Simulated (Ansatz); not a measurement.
Cartesian coordinates in Å:
```
C 1.3228 -0.5279 -0.3075
C 0.0906 0.0430 0.3518
C -1.0698 -0.9239 0.3954
F 0.4117 0.3831 1.6663
C -0.3411 1.3590 -0.2887
F 0.6937 2.2244 -0.3613
F -0.7715 1.1324 -1.5562
H 1.6086 -1.4525 0.1957
H 2.1493 0.1794 -0.2473
H 1.1231 -0.7473 -1.3574
H -1.9296 -0.4743 0.8966
H -0.7749 -1.8159 0.9494
H -1.3646 -1.2167 -0.6127
H -1.1482 1.8371 0.2760
```

The species carries charge 0 and has multiplicity 1.

Task: List the PBE0/def2-TZVPP orbital energies in eV (Ansatz). (Best estimate.)

Result: Computed: Occupied: -674.53, -674.43, -673.81, -282.61, -280.94, -278.40, -278.26, -35.35, -33.75, -33.56, -23.09, -20.16, -19.98, -17.11, -15.83, -15.69, -15.37, -13.71, -13.46, -12.57, -12.31, -11.91, -11.76, -11.41, -11.30, -10.97, -10.87, -9.82, -9.25. Lowest empty: 1.25, 1.82, 2.26, 2.27, 2.88, 2.97, 3.49, 3.88.
